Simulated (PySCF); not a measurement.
## Atomic charges against the basis set

trans-1,2-dimethylcyclohexane, C₈H₁₆.
SMILES with atom numbers: `[CH3:1][C@@H:2]1[CH2:3][CH2:4][CH2:5][CH2:6][C@H:7]1[CH3:8]` (hydrogens: H9, H10, H11 on C1; H12 on C2; H13, H14 on C3; H15, H16 on C4; H17, H18 on C5; H19, H20 on C6; H21 on C7; H22, H23, H24 on C8)

Structure used (PBE0-D3(BJ)/def2-SVP), in Å, numbered top down from 1:
```xyz
24
C8H16 angstrom
C      2.2500   -0.6250    0.3769
C      0.7542   -0.3569    0.4817
C     -0.0443   -1.5485   -0.0524
C     -1.5495   -1.3420    0.0436
C     -1.9694   -0.0592   -0.6614
C     -1.1897    1.1351   -0.1290
C      0.3261    0.9441   -0.2209
C      1.0534    2.1735    0.3087
H      2.5065   -1.5954    0.8297
H      2.5689   -0.6581   -0.6785
H      2.8505    0.1435    0.8845
H      0.4995   -0.2405    1.5543
H      0.2531   -2.4618    0.4897
H      0.2361   -1.7152   -1.1096
H     -1.8403   -1.2832    1.1081
H     -2.0839   -2.2098   -0.3761
H     -3.0529    0.1093   -0.5508
H     -1.7803   -0.1620   -1.7454
H     -1.4772    2.0527   -0.6691
H     -1.4594    1.3062    0.9302
H      0.5817    0.8281   -1.2933
H      2.1373    2.1293    0.1301
H      0.6772    3.0889   -0.1741
H      0.8962    2.2840    1.3949
```

PBE0 throughout (PySCF), one geometry, spherical d and f functions. Geometry: PBE0-D3(BJ)/def2-SVP, one conformer, isolated molecule. Atoms taken as equivalent share a column and are averaged. The first 7 of 10 kinds of atom are listed.

Mulliken charges (e):

```csv
basis,functions,C1/C8,C2/C7,C3/C6,C4/C5,H9 (×6),H12/H21,H13/H19
STO-3G,56,-0.232,-0.054,-0.141,-0.142,+0.074,+0.066,+0.071
pcSseg-0,104,-0.559,-0.415,-0.403,-0.471,+0.224,+0.240,+0.234
6-31G,104,-0.487,-0.139,-0.301,-0.314,+0.159,+0.147,+0.154
6-31G*,144,-0.529,-0.121,-0.319,-0.325,+0.169,+0.147,+0.161
cc-pVDZ,192,-0.016,-0.153,-0.009,-0.041,+0.037,+0.010,+0.022
def2-SVP,192,-0.001,-0.174,-0.015,-0.034,+0.034,+0.020,+0.028
pcSseg-1,216,-0.197,-0.321,-0.165,-0.206,+0.112,+0.105,+0.116
"6-311+G(2d,p)",312,-0.754,+0.388,-0.361,-0.364,+0.152,+0.098,+0.129
aug-cc-pVDZ,328,+0.847,-0.315,+0.869,+0.602,-0.119,-0.516,-0.368
```

IAO charges (e):

| basis | functions | C1/C8 | C2/C7 | C3/C6 | C4/C5 | H9 (×6) | H12/H21 | H13/H19 |
| --- | --- | --- | --- | --- | --- | --- | --- | --- |
| STO-3G | 56 | -0.387 | -0.119 | -0.251 | -0.254 | +0.129 | +0.119 | +0.128 |
| pcSseg-0 | 104 | -0.415 | -0.115 | -0.262 | -0.266 | +0.136 | +0.122 | +0.134 |
| 6-31G | 104 | -0.429 | -0.098 | -0.261 | -0.261 | +0.138 | +0.117 | +0.132 |
| 6-31G* | 144 | -0.408 | -0.092 | -0.248 | -0.248 | +0.132 | +0.111 | +0.125 |
| cc-pVDZ | 192 | -0.409 | -0.092 | -0.249 | -0.248 | +0.132 | +0.111 | +0.126 |
| def2-SVP | 192 | -0.398 | -0.092 | -0.243 | -0.243 | +0.128 | +0.109 | +0.123 |
| pcSseg-1 | 216 | -0.407 | -0.096 | -0.249 | -0.249 | +0.132 | +0.112 | +0.126 |
| 6-311+G(2d,p) | 312 | -0.421 | -0.095 | -0.255 | -0.255 | +0.136 | +0.114 | +0.129 |
| aug-cc-pVDZ | 328 | -0.420 | -0.094 | -0.254 | -0.254 | +0.135 | +0.113 | +0.128 |

Hirshfeld charges (e):

| basis | functions | C1/C8 | C2/C7 | C3/C6 | C4/C5 | H9 (×6) | H12/H21 | H13/H19 |
| --- | --- | --- | --- | --- | --- | --- | --- | --- |
| STO-3G | 56 | -0.045 | +0.010 | -0.019 | -0.017 | +0.012 | +0.003 | +0.009 |
| pcSseg-0 | 104 | -0.104 | -0.006 | -0.057 | -0.054 | +0.032 | +0.017 | +0.029 |
| 6-31G | 104 | -0.103 | -0.010 | -0.057 | -0.056 | +0.032 | +0.022 | +0.029 |
| 6-31G* | 144 | -0.103 | -0.014 | -0.059 | -0.058 | +0.032 | +0.024 | +0.030 |
| cc-pVDZ | 192 | -0.111 | -0.016 | -0.064 | -0.064 | +0.035 | +0.027 | +0.032 |
| def2-SVP | 192 | -0.114 | -0.017 | -0.066 | -0.065 | +0.036 | +0.027 | +0.033 |
| pcSseg-1 | 216 | -0.116 | -0.021 | -0.068 | -0.068 | +0.037 | +0.028 | +0.035 |
| 6-311+G(2d,p) | 312 | -0.116 | -0.032 | -0.073 | -0.074 | +0.038 | +0.035 | +0.037 |
| aug-cc-pVDZ | 328 | -0.123 | -0.031 | -0.077 | -0.077 | +0.040 | +0.036 | +0.039 |

Some averages cover members that differ in this geometry, most widely: H9 (×6), Mulliken in aug-cc-pVDZ -0.146 to -0.067 e.

Task: Which scheme is steadiest as the basis changes?

Result: Largest range over the bases for any column: IAO 0.04 e, Hirshfeld 0.08 e, Mulliken 1.60 e. IAO charges move least and Mulliken charges most, counted in e. Without the minimal STO-3G basis the ranges are IAO 0.03, Hirshfeld 0.03, Mulliken 1.60 e.

Task: How much do the charges still move between the two largest bases, 6-311+G(2d,p) and aug-cc-pVDZ?

Result: At most, over all atoms: Mulliken 1.602 e, IAO 0.002 e, Hirshfeld 0.007 e.

Task: What do the same runs give for the total energy, the frontier levels and the dipole moment?

Result: 
```tsv
basis	energy (Eh)	HOMO (eV)	LUMO (eV)	μ (D)
STO-3G	-310.4433	-6.92	9.39	0.02
pcSseg-0	-313.4240	-8.37	2.13	0.02
6-31G	-314.0438	-8.03	2.70	0.03
6-31G*	-314.1159	-8.03	2.72	0.06
cc-pVDZ	-314.1354	-8.11	1.95	0.05
def2-SVP	-313.9000	-8.19	1.83	0.03
pcSseg-1	-314.0768	-8.24	1.57	0.05
6-311+G(2d,p)	-314.2032	-8.19	0.38	0.10
aug-cc-pVDZ	-314.1518	-8.15	0.02	0.10
```
